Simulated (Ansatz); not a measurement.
Molecule: C7H13, net charge 0, doublet state. It need not be the lowest isomer of its formula. 
Geometry from a B3LYP-D3(BJ)/def2-TZVP (Ansatz, a first-principles code) optimisation:
SMILES: C([CH]C=C)(C)(C)C
```xyz
20

C     -1.2185    -0.2471     1.2759
C     -0.7726    -0.1963    -0.1881
C     -1.6100     0.8601    -0.9368
C     -1.0156    -1.5723    -0.8401
C      0.6821     0.1530    -0.3436
C      1.5954     0.4160     0.6566
C      2.9235     0.7322     0.4458
H     -0.6620    -0.9997     1.8373
H     -1.0815     0.7169     1.7691
H     -2.2778    -0.5036     1.3340
H     -2.6719     0.6063    -0.8949
H     -1.4753     1.8481    -0.4937
H     -1.3178     0.9179    -1.9872
H     -2.0756    -1.8338    -0.7979
H     -0.4491    -2.3510    -0.3269
H     -0.7104    -1.5675    -1.8884
H      1.0358     0.1986    -1.3714
H      1.2540     0.3734     1.6857
H      3.5931     0.9286     1.2709
H      3.3327     0.7924    -0.5549
```
Charge 0, spin multiplicity 2.

Dipole moments at this geometry, in debye (magnitudes).

```tsv
level	program	dipole (D)
PBE/def2-TZVPD	Ansatz	0.65
BLYP/def2-TZVPD	Ansatz	0.64
revPBE/def2-TZVPD	Ansatz	0.64
r2SCAN/def2-TZVPD	Ansatz	0.56
B97M-V/def2-TZVPD	Ansatz	0.55
B3LYP/def2-TZVPD	Ansatz	0.60
PBE0/def2-TZVPD	Ansatz	0.58
BHLYP/def2-TZVPD	Ansatz	0.52
HSE06/def2-TZVPD	Ansatz	0.58
CAM-B3LYP/def2-TZVPD	Ansatz	0.57
LC-wPBE/def2-TZVPD	Ansatz	0.54
wB97M-V/def2-TZVPD	Ansatz	0.57
wB97X-V/def2-TZVPD	Ansatz	0.56
CCSD(T)/aug-cc-pVDZ	Ansatz	0.49
```
